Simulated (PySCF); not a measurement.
5-fluorofuran-3-one (C4H3FO2), SMILES O=C1C=C(F)OC1.

Geometry optimised at PBE0-D3(BJ)/def2-SVP. One conformer was computed; it need not be the lowest.

Calculation: SMD-PBE0/def2-SVP run with PySCF.

Solvation free energies are E(SMD) − E(gas) at the gas-phase geometry, for 1 M in both phases. In vacuum the dipole moment is 1.98 D.

```
solvent          ΔG(solv) (kcal/mol)  its non-electrostatic (CDS) part  dipole (D)
---------------  -------------------  --------------------------------  ----------
water                           -4.6                               4.7        2.90
tetrahydrofuran                  ___                               ___         ___
n-hexane                        -3.8                              -1.8        2.14
```

Q: Complete the blanks. (An estimate is asked for; the answer gives what the named calculation found.)

A: 
- tetrahydrofuran, ΔG(solv) (kcal/mol): -6.0
- tetrahydrofuran, its non-electrostatic (CDS) part: -1.5
- tetrahydrofuran, dipole (D): 2.32
